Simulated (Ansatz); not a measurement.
`Cl[SiH2][GeH3]` + H₂ → `[SiH3][GeH3]` + HCl at 400 K and 1 bar (hydrogenolysis of the Si–Cl bond).

Isolated molecules relaxed with PBE0-D4/def2-TZVP in Ansatz; ΔE leaves out vibrations. CBS: MP2 limit from def2 TZ/QZ plus the TZ coupled-cluster correction, frozen cores. This one scheme is used for every species. For Ge outer-core shells are correlated without core-valence functions, which leaves a few kJ/mol of doubt a bond. Scalar relativity is left out up to krypton.

```json
{"species": "`Cl[SiH2][GeH3]`", "CCSD(T)/CBS energy (Eh)": "-2828.01436", "H − E (kJ/mol)": "138.8", "S (J/(mol·K))": "365.7"}
{"species": "H₂", "CCSD(T)/CBS energy (Eh)": "-1.17544", "H − E (kJ/mol)": "38.0", "S (J/(mol·K))": "139.0"}
{"species": "`[SiH3][GeH3]`", "CCSD(T)/CBS energy (Eh)": "-2368.78170", "H − E (kJ/mol)": "150.2", "S (J/(mol·K))": "319.5"}
{"species": "HCl", "CCSD(T)/CBS energy (Eh)": "-460.38127", "H − E (kJ/mol)": "29.6", "S (J/(mol·K))": "195.4"}
```

H − E and S are ideal-gas, rigid-rotor, harmonic terms from PBE0-D4/def2-TZVP. The MP2-based limit puts H₂ 0.8 mEh under its directly extrapolated value; such offsets cancel only in part. 1 Eh = 2625.50 kJ/mol, R = 8.31446 J/(mol·K).

Q: By hand: ΔE, ΔH, ΔS and ΔG.

A: ΔE = (-2368.78170) + (-460.38127) − (-2828.01436) − (-1.17544) = 0.02683 Eh = 70.4 kJ/mol. Δ(H − E) = 150.2 + 29.6 − 138.8 − 38.0 = 3.0, so ΔH = 73.4 kJ/mol. ΔS = 319.5 + 195.4 − 365.7 − 139.0 = 10.2 J/(mol·K). ΔG = 73.4 − 400 × (10.2)/1000 = 69.3 kJ/mol.

Q: By hand: the equilibrium constant, and the temperature at which ΔG would vanish if ΔH and ΔS stayed fixed.

A: log₁₀ K = −ΔG/(RT ln 10) = -9.0. ΔG = 0 at ΔH/ΔS = 7196 K, far beyond where these terms or the molecules hold.

The number of gas molecules stays the same, so ΔS is small and ΔH decides. A doubt of 5 kJ/mol in ΔE shifts log₁₀ K by 0.7 here. These are equilibria of isolated gas molecules and say nothing of rates. Largest T1 diagnostic: 0.012 (customary marks: 0.02 for closed shells, 0.045 for open ones).
